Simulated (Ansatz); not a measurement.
This geometry of C3H4BF (9 atoms, charge 0, multiplicity 1) is a first-order saddle point.

Method: RKS B3LYP-D4/6-31G* in Ansatz 0.2.0.

```xyz
9
Properties=species:S:1:pos:R:3
C 1.157 -0.898 -0.623
C 0.250 -0.603 0.310
C -0.925 0.291 0.092
B -1.019 1.607 0.512
F -1.117 2.837 0.893
H 1.110 -0.468 -1.621
H 1.975 -1.585 -0.419
H 0.354 -1.061 1.296
H -1.784 -0.121 -0.441
```

Which two structures does it join? (They come from a converged band through this point; their orientation in space is the band's.)

No bond is made or broken.

First end point:

```xyz
9
Properties=species:S:1:pos:R:3
C 1.010 -0.761 -0.805
C 0.267 -0.719 0.312
C -0.675 0.319 0.731
B -1.032 1.503 0.090
F -1.396 2.610 -0.459
H 0.978 0.027 -1.557
H 1.677 -1.592 -1.005
H 0.359 -1.551 1.010
H -1.187 0.163 1.682
```

Last end point:

```xyz
9
Properties=species:S:1:pos:R:3
C 1.117 -1.076 -0.664
C 0.233 -0.528 0.183
C -0.465 0.734 -0.028
B -1.387 1.343 0.819
F -2.243 1.933 1.580
H 1.384 -0.597 -1.604
H 1.601 -2.022 -0.441
H 0.009 -1.059 1.109
H -0.249 1.272 -0.953
```

How far does it lie above each of them?

4.8 kcal/mol above the first and 6.7 kcal/mol above the second. This is the barrier of this one path; another mechanism may lie lower.

Time of the run: 2.4 min on 2 threads of Arm Neoverse V1 (shared host), peak memory 0.16 GiB.
